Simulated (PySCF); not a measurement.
Gas-phase reaction: SnCl₃ + 3 SnH₄ + Cl ⇌ 4 SnH₃Cl

Computed with PySCF (xtb for GFN2) and rigid-rotor harmonic-oscillator thermochemistry at 1 bar. † marks an energy on the PBE0/def2-TZVP geometry and frequencies; other levels use their own. CCSD(T) freezes the core. Open shells (unrestricted): SnCl₃ (multiplicity 2), Cl (multiplicity 2); the rest are closed-shell singlets. GFN2 has no spin-polarisation term. Spin-orbit splitting is ignored; it lowers the true energy and changes the entropy of Cl. Sn: scalar-relativistic def2 core potential, no spin-orbit coupling. SnCl₃, SnH₃Cl: computed as isolated molecules; such fragments, hydroxides, amides, oligomers or adducts are transient or little studied in the gas. CCSD(T) isn't extrapolated to the basis-set limit.

```
level               ΔH°(298 K), kJ
------------------  --------------
BLYP/def2-TZVP†               -316
CCSD(T)/def2-SVP†             -327
GFN2-xTB                       ___
HF/def2-TZVP†                 -291
PBE/def2-SVP                   ___
PBE0/def2-TZVP                 ___
r2SCAN/def2-TZVP†              ___
LDA/def2-TZVP†                -393
ωB97M-V/def2-TZVP†            -369
```

**Question.** Some entries are withheld; supply them.

**Answer.** 
- GFN2-xTB, ΔH°(298 K), kJ: -217
- PBE/def2-SVP, ΔH°(298 K), kJ: -333
- PBE0/def2-TZVP, ΔH°(298 K), kJ: -357
- r2SCAN/def2-TZVP†, ΔH°(298 K), kJ: -354
